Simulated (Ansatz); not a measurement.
Isolated molecules relaxed with PBE0-D4/def2-TZVP in Ansatz; ΔE leaves out vibrations. CBS: MP2 limit from def2 TZ/QZ plus the TZ coupled-cluster correction, frozen cores. This one scheme is used for every species. Elements past krypton have def2 core potentials. For Sn outer-core shells are correlated without core-valence functions, which leaves a few kJ/mol of doubt a bond. One conformer a species, not always the lowest.

`FC(F)(F)C[O][Sn]([Cl])([Cl])[Cl]` + acetonitrile → `N#[C][Sn]([Cl])([Cl])[Cl]` + `COCC(F)(F)F`  (formal exchange of groups at the Sn–O bond)

```tsv
level	ΔE (kJ/mol)
HF/def2-QZVPP	92.8
MP2/def2-QZVPP	99.3
MP2/CBS(def2)	101.9
CCSD/CBS(def2)	96.6
```

**Question.** What does CCSD(T)/CBS give? (An estimate is asked.)

**Answer.** Ansatz gave: +96.5 kJ/mol. The listed levels differ from it by -3.7, 2.8, 5.4, 0.1 kJ/mol.

Largest T1 diagnostic among the species: 0.012.

At CCSD(T), def2-SVP lies −11.8 kJ/mol from the extrapolated value and def2-TZVPP −7.9 kJ/mol. Leaving LDA and LC-ωPBE aside and taking each functional with its dispersion term where it has one, the values, not all of them listed here, spread over 10.6 kJ/mol, from ωB97M-V to r2SCAN-D4. LDA lies +3.5 kJ/mol from PBE without D4.

CCSD(T)/CBS has its own doubt, a few kJ/mol and more with outer-core shells, so smaller differences from it don't rank the levels.
